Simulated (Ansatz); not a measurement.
`[SiH3][O][GeH2]` radical, relaxed with UKS PBE-D4/def2-SVP in the Gaussian-basis code of Ansatz from a rough embedded geometry. The force threshold is 0.03 eV/Å; the program also tests the step.

Total charge 0; spin multiplicity 2.

Start:

```xyz
8

Si   -1.052   -0.556   -0.130
O     0.104   -0.178    1.023
Ge    1.467    0.414    0.050
H    -0.595   -1.573   -1.059
H    -1.502    0.579   -0.917
H    -2.293   -1.128    0.579
H     1.140    1.902   -0.462
H     2.731    0.539    0.916
```

```tsv
step	energy (eV)	largest force (eV/Å)	largest move (Å)
1	-66497.5887	1.980	0.000
2	-66497.8683	0.569	0.119
3	-66497.9595	0.657	0.200
4	-66497.9973	0.402	0.121
5	-66498.0167	0.421	0.130
6	-66498.0254	0.204	0.034
7	-66498.0264	0.024	0.019
```

End:

```xyz
8

Si   -1.166   -0.657   -0.211
O     0.290   -0.306    0.551
Ge    1.774    0.588    0.036
H    -1.002   -1.787   -1.193
H    -1.702    0.544   -0.949
H    -2.145   -1.065    0.852
H     1.318    2.022   -0.430
H     2.632    0.661    1.344
```

Run time 9.5 s (4 threads of an Intel Xeon Platinum 8259CL on a shared host); peak host memory 0.18 GiB.
